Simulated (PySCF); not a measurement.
H6O4SnTi, SMILES [OH][Ti]([OH])([OH])[O][SnH3], multiplicity 1. Coordinates come from a B3LYP-D3(BJ)/def2-SVP optimisation. The spin state was assumed, not searched. The def2 effective core potentials stand for the cores of Sn; spin–orbit coupling is left out. Other conformers were not sampled.

Computed equilibrium geometry at B3LYP-D3(BJ)/def2-SVP (PySCF confirms it by a frequency run) as Cartesian coordinates in Å (one conformer of several):
```xyz
12

O      0.1608    -0.4987    -0.6290
Ti    -1.5429    -0.5727    -0.1288
O     -2.0062    -2.2525     0.3265
H     -1.4927    -3.0655     0.2545
O     -2.5981     0.0432    -1.4558
H     -3.4227    -0.3396    -1.7787
O     -1.6793     0.5217     1.3162
H     -2.1359     1.3708     1.3488
Sn     1.6769     0.5918     0.1143
H      1.1863     2.2338     0.0377
H      3.0035     0.2558    -0.9223
H      1.9425     0.0425     1.7170
```
Charge 0, spin multiplicity 1.
